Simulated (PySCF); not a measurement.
**A search over the determinants of BeB⁺**

Unrestricted PBE0; basis Be def2-TZVP, B def2-TZVP; no relativity; PySCF 2.14. Outer shells of the fragments: Be 2s2; B+ 2s2.

Followed along the bond (rough minima from three points):

```csv
2Ms+1,unpaired,⟨S²⟩ at the start,R at minimum (Å),Te (eV)
1,none,0.00,2.22,0.00
3,"σ ↑, π ↑",2.01,1.81,0.36
3,σ ↑↑,2.00,2.13,0.87
1,"σ ↑, π ↓",1.01,none in the scan,≤ 0.88
```

Solutions found at the starting distance of 1.875 Å, counted from the lowest of them; the search is not exhaustive and high or unbound solutions are not listed, so other states can lie among these:

```tsv
2Ms+1	unpaired	term	E (eV)	⟨S²⟩	⟨Lz²⟩	μ (D)
1	none	¹Σ⁺	0.00	0.00	0.00	-3.51
3	σ ↑, π ↑	³Π	0.01	2.01	1.00	-3.86
1	σ ↑, π ↓	mixed	0.51	1.01	1.00	-4.06
3	σ ↑↑	³Σ⁺	0.68	2.00	0.00	1.29
3	π ↑↑	³Σ⁻	1.84	2.03	0.00	-3.70
1	π ↑↓	mixed	2.08	1.01	2.02	-3.54
1	none	mixed	2.93	0.00	2.00	-3.22
3	π ↑↑	mixed	5.00	2.03	2.01	-0.65
```

A term symbol is given only where ⟨S²⟩ and ⟨Lz²⟩ are close to those of a pure state; real π, δ and φ orbitals otherwise mix terms. A positive dipole points towards B; it is taken about the centre of mass and depends on that origin.

Task: Compare the gap between the two lowest followed solutions at the starting distance with the gap between their minima.

Result: At PBE0 the second solution (triplet, unpaired electrons σ ↑, π ↑) lies +0.01 eV from the first (singlet, closed shell) at 1.875 Å and +0.36 eV at the minima; the two curves relax by different amounts, since their minima lie near 1.81 and 2.22 Å.
